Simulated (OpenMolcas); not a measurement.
Sn IV: CASPT2 settings compared

```yaml
Program: OpenMolcas
Basis: ANO-RCC-VDZP [6s5p3d1f]
Scalar_Hamiltonian: DKH2, point nucleus
Active_space: 1 electron in 8 orbitals (5s 5p 6s 6p)
State_averaging: 2S+1 = 2 even, 1 root; 2S+1 = 2 odd, 3 roots
Spin-orbit_coupling: RASSI with atomic mean-field integrals over the reference wave functions, term energies averaged over their components
```

Methods on the same reference wave functions:
A. CASSCF
B. SS-CASPT2, IPEA 0 Eh, imaginary shift 0.05 Eh (closed shells correlated: 4s 4p 4d)
C. SS-CASPT2, IPEA 0.6 Eh, sigma1 regulariser 0.05 Eh (closed shells correlated: 4d)

Energies in cm⁻¹ above 5s ²S_1/2, the measured ground level; measured values from Moore, Atomic Energy Levels, vol. III, NSRDS-NBS 35 (1971 reprint of NBS Circular 467, 1958).

```tsv
Level	A	B	C	Measured
5s ²S_1/2	0.0	0.0	0.0	0.0
5p ²P°_1/2	67156	69891	69279	69564
5p ²P°_3/2	73393	76128	75516	76072
```

Deviations, from unrounded energies. A percentage is the sum of absolute deviations over the sum of measured energies, with the sign that they share, or ± where signs differ.

```csv
Against measurement,Levels,A,B,C
mean absolute deviation (cm-1),2,2500,190,420
other configurations (%),2,-3.5,+0.3,-0.6
```

B lies closest to measurement on these levels and A furthest from it. The largest miss of B in the table is 5p ²P°_1/2, by +330 cm-1. The ranking rests on the paired levels alone, and a cruder setting can come out closer through cancelling errors.

Between B and C the level of the table that moves most is 5p ²P°_1/2, by 610 cm-1 (lowest in C, highest in B).

The lowest spin-free term lies below A's lowest term by 0.356 hartree in B, 0.284 hartree in C.

With one active electron outside closed inactive shells, the extra shells (6p 6s) add no correlation to the reference. The basis is small and was not contracted for so high a charge. With one active electron the reference holds no correlation, so core polarisation is missing (holds for A). With one active electron, CASPT2 adds the correlation within the correlated inactive shells and between them and that electron, and leaves the splitting within a term as the reference gives it (holds for B; C). Computed and measured levels are paired by configuration, term and J; levels that our copy of the source lacks, or whose pairing is in doubt (as where it misses far off the trend of its configuration), stay unpaired and out of the deviations. Only configurations of the active space appear.

° marks odd parity.
